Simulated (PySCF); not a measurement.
PySCF input for 2,2-dichloropropane (C3H6Cl2), SMILES CC(C)(Cl)Cl, PBE/pcSseg-1. Geometry optimised at PBE0-D3(BJ)/def2-SVP.

```python
import numpy as np
from pyscf import gto, scf, dft
from pyscf.prop.nmr import rks as nmr

mol = gto.M(
    atom='''
    C    -0.00000001   -1.26897057    1.16531090
    C    -0.00000000    0.00000000    0.34195378
    C     0.00000001    1.26897060    1.16531086
    Cl   -1.45977100   -0.00000001   -0.71370623
    Cl    1.45977100   -0.00000001   -0.71370623
    H     0.89648149   -1.29650216    1.80196952
    H    -0.00000000   -2.15053187    0.51134039
    H    -0.89648150   -1.29650216    1.80196952
    H     0.89648150    1.29650219    1.80196949
    H     0.00000000    2.15053189    0.51134033
    H    -0.89648149    1.29650220    1.80196949
    ''',
    basis='pcSseg-1',
    charge=0,
    spin=0,
    max_memory=1600,
    verbose=3,
)
mf = dft.RKS(mol, xc='pbe')
mf.grids.level = 3
mf.conv_tol = 1e-10
mf.max_cycle = 100
mf.kernel()
n = nmr.NMR(mf)
n.verbose = 2
n.max_cycle_cphf = 60
sigma = n.kernel()
print('atom   isotropic/ppm   span/ppm')
for i, s in enumerate(sigma):
    w = np.linalg.eigvalsh((s + s.T) / 2)
    print(f'{mol.atom_symbol(i):2s}{i + 1:3d} {w.mean():14.3f} {w[2] - w[0]:11.3f}')
```

Output:

```
converged SCF energy = -1037.75045056594
atom   isotropic/ppm   span/ppm
C   1        137.729      59.681
C   2         74.723      57.800
C   3        137.729      59.681
Cl  4        535.013     736.629
Cl  5        535.013     736.629
H   6         29.317       8.868
H   7         28.775       7.284
H   8         29.317       8.868
H   9         29.317       8.868
H  10         28.775       7.284
H  11         29.317       8.868
```

The calculation finished and met its thresholds.
